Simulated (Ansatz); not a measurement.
Ansatz (an electronic-structure program) input (B3LYP/LANL2DZ): The .json file is the Basis Set Exchange's LANL2DZ.

Ansatz 0.2 input:
```yaml
crystal:
  periodic: [false, false, false]
  atoms:
    - {symbol: Zn, position_ang: [-0.00000000, -0.00000000, -1.62891379]}
    - {symbol: I, position_ang: [0.00000000, 0.00000000, 0.92202668]}
basis:
  gaussian:
    orbitals: LANL2DZ.json
hamiltonian:
  xc: {name: B3LYP}
magnetization: {spin_polarized: true, initial_magnetization: 1}
relax: {f_tol: 0.003, max_steps: 120}
```

From the last part of the output:

```
WARN ansatz: RAYON_NUM_THREADS=1 ignored (pool sized by the plan → 1); use --threads N
Functional definition: B3LYP
integrals: 0.01 GiB planned
363 factors; integrals over basis functions are off by at most 2.9e-4 eV
mean field: 0.10 GiB planned
mean field evaluation 1: about -2094.2150 eV, gradient 1.1e1 eV
mean field evaluation 2: about -2093.8727 eV, gradient 1.3e1 eV
mean field evaluation 4: about -2095.0492 eV, gradient 4.6e-1 eV
mean field evaluation 8: about -2095.1160 eV, gradient 1.4e-2 eV
mean field evaluation 16: about -2095.1160 eV, gradient 3.6e-6 eV
mean field -2095.11600608 eV, -76.9940931029 hartree, gradient 3.6e-6 eV, S^2 0.752144; 0 other end points of the search recorded, 0 dependent functions left out
the calculation of the forces begins
reference -2095.11619176 eV, -76.9940999265 hartree; 10, 9 occupied and 16, 17 virtual orbitals, 363 factors
relax step   1: F+E_penalty+E_count = -2095.11600608 eV  Δ(F+E_penalty+E_count) = +0.000e0 eV  max|allowed force component| = 8.179e-1 eV/Å  Δτ_max = 0.0000 Å  (27 SCF iters, accepted)
these checks for a lower state are left out or cut short: starts, cluster_reference, orbital_swaps, neighbouring_geometries, increment
integrals: 0.01 GiB planned
363 factors; integrals over basis functions are off by at most 3.1e-4 eV
mean field: 0.10 GiB planned
mean field -2095.16602789 eV, -76.9959313703 hartree, gradient 1.4e-5 eV, S^2 0.752731; 0 other end points of the search recorded, 0 dependent functions left out
the calculation of the forces begins
reference -2095.16621534 eV, -76.9959382591 hartree; 10, 9 occupied and 16, 17 virtual orbitals, 363 factors
relax step   2: F+E_penalty+E_count = -2095.16602789 eV  Δ(F+E_penalty+E_count) = -5.002e-2 eV  max|allowed force component| = 7.640e-2 eV/Å  Δτ_max = 0.0598 Å  (28 SCF iters, accepted)
these checks for a lower state are left out or cut short: starts, cluster_reference, orbital_swaps, neighbouring_geometries, increment
integrals: 0.01 GiB planned
363 factors; integrals over basis functions are off by at most 3.1e-4 eV
mean field: 0.10 GiB planned
mean field -2095.16660947 eV, -76.9959527431 hartree, gradient 2.1e-5 eV, S^2 0.752801; 0 other end points of the search recorded, 0 dependent functions left out
the calculation of the forces begins
reference -2095.16679713 eV, -76.9959596394 hartree; 10, 9 occupied and 16, 17 virtual orbitals, 363 factors
relax step   3: F+E_penalty+E_count = -2095.16660947 eV  Δ(F+E_penalty+E_count) = -5.816e-4 eV  max|allowed force component| = 1.846e-2 eV/Å  Δτ_max = 0.0062 Å  (24 SCF iters, accepted)
these checks for a lower state are left out or cut short: starts, cluster_reference, orbital_swaps, neighbouring_geometries, increment
integrals: 0.01 GiB planned
363 factors; integrals over basis functions are off by at most 3.1e-4 eV
mean field: 0.10 GiB planned
mean field evaluation 32: about -2095.1091 eV, gradient 2.0e-1 eV
mean field -2095.16664689 eV, -76.9959541181 hartree, gradient 1.9e-5 eV, S^2 0.752824; 0 other end points of the search recorded, 0 dependent functions left out
the calculation of the forces begins
reference -2095.16683461 eV, -76.9959610170 hartree; 10, 9 occupied and 16, 17 virtual orbitals, 363 factors
relax step   4: F+E_penalty+E_count = -2095.16664689 eV  Δ(F+E_penalty+E_count) = -3.742e-5 eV  max|allowed force component| = 2.488e-5 eV/Å  Δτ_max = 0.0020 Å  (24 SCF iters, accepted)
integrals: 0.01 GiB planned
363 factors; integrals over basis functions are off by at most 3.1e-4 eV
mean field: 0.10 GiB planned
mean field -2095.16664689 eV, -76.9959541181 hartree, gradient 1.9e-5 eV, S^2 0.752824; 1 other end points of the search recorded, 0 dependent functions left out
the calculation of the forces begins
reference -2095.16683461 eV, -76.9959610170 hartree; 10, 9 occupied and 16, 17 virtual orbitals, 363 factors
Total energy: -2095.16683461 eV, -76.9959610170 hartree
Atom 0 at     0.000000     0.000000    -1.696939 Å, force     0.000000     0.000000    -0.000025 eV/Å
Atom 1 at    -0.000000    -0.000000     0.990052 Å, force    -0.000000    -0.000000     0.000025 eV/Å
Dipole moment:    -0.000000    -0.000000    -0.720438 e Å
```
